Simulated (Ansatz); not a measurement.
`F[SiH](Cl)[O][GeH3]` + H–F → `F[SiH](F)Cl` + `[OH][GeH3]`  (ligand exchange at the Si–O bond)

Calculated with Ansatz (gas phase, PBE0-D4/def2-TZVP geometries, no zero-point term in ΔE). CCSD(T)/CBS adds triple-zeta CCSD(T) − MP2 to the extrapolated MP2 energy (def2 sets, frozen cores). This one scheme is used for every species. Functionals use def2-TZVPP. HSE06 is defined as in plane-wave codes. For Ge outer-core shells are correlated without core-valence functions, which leaves a few kJ/mol of doubt a bond. Scalar relativity is left out up to krypton. One conformer a species, not always the lowest.

```tsv
level	ΔE (eV)
revPBE-D4	-0.12
BHLYP-D4	-0.07
CAM-B3LYP-D4	-0.13
ωB97M-V	-0.13
B2PLYP	-0.17
HSE06	-0.17
SCS-MP2/def2-TZVPP	-0.11
HF/CBS(def2)	-0.17
```

(1) What does CCSD(T)/CBS give? (An estimate is asked.)

Largest T1 diagnostic among the species: 0.011.

Results:

(1) The calculation gave: -0.08 eV. The listed levels differ from it by -0.04, 0.01, -0.05, -0.05, -0.09, -0.09, -0.03, -0.09 eV.

From BLYP to BHLYP (50 % exact exchange), in def2-TZVPP and without D4, ΔE moves by +0.09 eV. The D4 term adds +0.11 eV with B3LYP and +0.06 eV with PBE0; it sums over pairs of atoms, weighted by their polarisabilities, and B3LYP, whose exchange is more repulsive, gets the larger term.

B3LYP here is the variant with VWN-RPA as its local correlation; programs differ in this.
